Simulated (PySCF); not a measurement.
# Spinor energies of Ni⁺ (nickel, charge +1)

Start: [Ar] 3d9; 3d3/2 filled at m_j = -3/2, -1/2, +1/2, +3/2; 3d5/2 filled at m_j = -3/2, -1/2, +1/2, +3/2, +5/2. Calculated with PySCF 2.14 in x2c-TZVPall-2c with one added diffuse shell each of s, p, d type (7s8p5d1f, 63 functions): generalised Hartree-Fock with the X2C-1e Hamiltonian and a Gaussian nucleus; one run each with spin-orbit coupling (SO) switched off, then screened by Boettger's factors. This is a chosen level, not necessarily the ground level.

| spinor shell | electrons | ε, spin-free (eV) | ε, screened SO (eV) | weight of nominal j (screened SO) | rms radius, screened SO (bohr) |
| --- | --- | --- | --- | --- | --- |
| 1s1/2 | 2 | -8405.4 | -8405.2 | 1.000 | 0.0624 |
| 2s1/2 | 2 | -1052.9 | -1052.9 | 1.000 | 0.265 |
| 2p1/2 | 2 | -902.24 | -914.49 | 0.999 | 0.236 |
| 2p3/2 | 4 | -902.24 | -896.23 | 1.000 | 0.239 |
| 3s1/2 | 2 | -138.43 | -138.41 | 1.000 | 0.800 |
| 3p1/2 | 2 | -92.688 | -95.331 | 0.942 | 0.850 |
| 3p3/2 | 4 | -92.688 | -91.377 | 0.971 | 0.861 |
| 3d3/2 | 4 | -20.815 | -21.406 | 0.798 | 1.19 |
| 3d5/2 | 5 | -20.815 | -20.347 | 0.838 | 1.22 |

```csv
quantity,spin-free,screened SO
E (hartree),-1518.76626,-1518.80158
M_J,5/2,5/2
⟨J²⟩,8.761,8.762
⟨L²⟩,6.008,6.010
⟨S²⟩,0.753,0.754
```

Each row is a mean over spinors that exchange with the open shell spreads, by up to 6.777 eV (3p3/2).

Rows whose weight is well below 1 are mixtures of j = l ± 1/2: exchange outweighs spin-orbit coupling there, and the label is only the starting occupation.

Without spin-orbit coupling the j labels of p, d and f shells carry no meaning; the spin-free column gives the mean over the occupied spinors of each nl shell.
